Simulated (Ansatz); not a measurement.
The same path of C$_{2}$H$_{11}$GeNSi (16 atoms, charge 0, multiplicity 1) was run twice with different band settings. The coordinate that changes most is the height of N5 over the plane of its neighbours.

Theory: RKS B3LYP/def2-SVP in Ansatz 0.2.0.

Relaxed end points:

```xyz
16
Properties=species:S:1:pos:R:3
C -1.477 1.378 1.389
Ge 0.326 1.473 0.569
Si 0.750 -0.380 -0.904
C 1.150 -1.943 0.095
N -0.626 -0.493 -1.975
H -2.254 1.377 0.610
H -1.583 0.466 1.995
H -1.642 2.249 2.041
H 0.435 2.814 -0.199
H 1.372 1.526 1.714
H 1.930 -0.086 -1.776
H 2.056 -1.793 0.707
H 0.325 -2.214 0.774
H 1.332 -2.801 -0.575
H -0.555 -1.037 -2.830
H -1.564 -0.559 -1.591
```

```xyz
16
Properties=species:S:1:pos:R:3
C -1.328 1.100 1.707
Ge 0.300 1.471 0.644
Si 0.759 -0.289 -0.925
C 0.898 -1.978 -0.093
N -0.610 -0.335 -2.014
H -2.178 0.912 1.034
H -1.180 0.211 2.339
H -1.570 1.955 2.356
H 0.092 2.812 -0.111
H 1.494 1.690 1.609
H 2.082 -0.004 -1.584
H 1.748 -2.000 0.608
H -0.020 -2.226 0.462
H 1.067 -2.770 -0.843
H -0.675 -1.100 -2.683
H -0.903 0.530 -2.462
```

Common settings: climbing image yes; spring 5.0 eV/Å²; optimiser quadratic models (default); start path IDPP; force threshold 0.03 eV/Å; end points relaxed.

| run | movable images | iteration limit |
| --- | --- | --- |
| 1 | 5 | 58 |
| 2 | 3 | 60 |

Task: What does each run give, and how far can it be trusted?

Result: Run 1: converged after 7 iterations, highest image 0.020 eV above the first end. A vibrational analysis at the climbing image gives one clearly imaginary mode, 266i cm⁻¹: a first-order saddle point.
Run 2: converged after 7 iterations, highest image 0.020 eV above the first end. Another band between the same ends (5 images) ends at a top of the same energy, where a vibrational analysis finds 1 clearly imaginary mode. So few images can step over the top or miss a turn of the path.
